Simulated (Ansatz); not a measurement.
Two structures of SiHCl3, singlet, reached by relaxing down either side of one saddle point (PBE0-D4/def2-TZVP). Energies are electronic, without zero-point energy. Ansatz 0.2.0; basis: def2-TZVPP and def2-QZVPP; cores frozen in the correlated methods. Extrapolation: Hartree–Fock as exp(−7.88 √X), correlation as X^−2.97. First:

```json
{"atom": "Si1", "x (Å)": "-0.2869", "y (Å)": "-0.6756", "z (Å)": "-1.0005"}
{"atom": "Cl2", "x (Å)": "1.7551", "y (Å)": "-1.1009", "z (Å)": "-1.0141"}
{"atom": "Cl3", "x (Å)": "-0.9704", "y (Å)": "-2.0521", "z (Å)": "0.4099"}
{"atom": "H4", "x (Å)": "-0.5772", "y (Å)": "2.3471", "z (Å)": "0.4629"}
{"atom": "Cl5", "x (Å)": "0.0795", "y (Å)": "1.4814", "z (Å)": "1.1416"}
```

Second:

Si1  (-0.058, 0.070, -0.065)
Cl2  (1.599, -0.555, -1.057)
Cl3  (-1.208, -1.534, 0.409)
H4  (-0.825, 0.985, -0.921)
Cl5  (0.493, 1.034, 1.634)
(Å)

Task: Which bonds change from the first to the second?

Result: SiCl₂ + HCl → SiHCl₃ ([Cl][SiH]([Cl])[Cl]); bonds formed: Si1–H4, Si1–Cl5; bonds broken: H4–Cl5.

Task: Give the saddle point's structure and its height above each. (Judge from chemistry; the value comes from the calculation.)

Result: The calculation gives: 0.742 eV above the first and 3.170 eV above the second (CCSD(T) at an estimated basis limit (MP2 extrapolated from triple and quadruple zeta, plus CCSD(T) − MP2 in triple zeta)).
| atom | x (Å) | y (Å) | z (Å) |
| --- | --- | --- | --- |
| Si1 | -0.2274 | -0.2124 | -0.5771 |
| Cl2 | 1.6771 | -0.7932 | -1.0284 |
| Cl3 | -1.1012 | -1.7628 | 0.4232 |
| H4 | -0.5241 | 1.3355 | -0.1110 |
| Cl5 | 0.1755 | 1.4329 | 1.2932 |

T1 diagnostic: at most 0.013. The restricted Hartree–Fock reference is unstable towards an unrestricted one at one or more of these structures. The start structure is not quite a true minimum (one mode of 45i cm⁻¹).

Losses and insertions of silylenes and their heavier kin drive the gas-phase chemistry of silicon and germanium vapour deposition.

Labels in which every atom is bracketed show which atoms are joined, not bond orders.

For scale, one of the runs: CCSD(T)/def2-TZVPP, 182 basis functions, launched by `ansatz run in.yaml --threads 2 --pin off --events-out ev --progress --plain --max-ram 4352MiB`. Time: 36 s of wall clock on 2 CPU threads of an Arm Neoverse V2; the host was shared. Peak host memory: 1.5 GiB.
